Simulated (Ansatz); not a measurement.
Frontier orbitals of C₂H₂F₆HfO, SMILES `FC(F)(F)C[O][Hf]([F])([F])[F]`.

Total charge 0; spin multiplicity 1. Correlated methods include outer-core shells of Hf, which these sets cover unevenly. Hf: def2 effective core potential. The geometry is a stationary point of PBE0-D4/def2-TZVP. It is one conformer, not always the lowest. Basis def2-TZVPP, the Gaussian-basis code of Ansatz.

```tsv
functional	HOMO (eV)	LUMO (eV)	gap (eV)
LDA (SPW92)	-8.25	-1.66	6.59
PBE	-8.02	-1.38	6.64
r2SCAN	-8.41	-0.87	7.54
B97M-V	-8.49	-1.31	7.18
PBE0	-9.68	-0.67	9.01
HSE06 (plane-wave form)	-9.27	-1.02	8.25
ωB97M-V	-12.09	0.51	12.60
```

Against PBE, PBE0 changes HOMO and LUMO by −1.66 and +0.71 eV, ωB97M-V by −4.07 and +1.89 eV. A gap of 6.65 eV thus becomes 12.60 eV for the same molecule, so an orbital gap means little without its functional. A positive LUMO is unbound and depends on the basis.
